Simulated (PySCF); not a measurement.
## How methods differ on the ionisation energy of Cd⁺

Cd⁺ [Kr] 4d10 5s1 (2S) → Cd²⁺ [Kr] 4d10 (1S), as a difference of total energies. Calculation: PySCF 2.14, in aug-cc-pVDZ-PP with ECP28MDF (5s5p4d2f, 54 functions); a scalar-relativistic core potential. Correlated levels: valence: 4s2 4p6 frozen. The calculations carry no spin-orbit coupling.

```json
{"method": "UHF", "ionisation energy (eV)": "15.499"}
{"method": "PBE0", "ionisation energy (eV)": "16.956"}
{"method": "B3LYP", "ionisation energy (eV)": "17.281"}
{"method": "MP2 (valence)", "ionisation energy (eV)": "16.597"}
{"method": "SCS-MP2 (valence)", "ionisation energy (eV)": "16.428"}
```

Errors of the correlated levels include the incompleteness of this basis and the frozen core.

Problem. Which method comes closest to the reference value, and which is furthest?

Solution. The reference is 16.908 eV (measured; NIST Atomic Spectra Database, ionization energies). Closest: PBE0 (error 0.048 eV); furthest: UHF (error -1.409 eV).
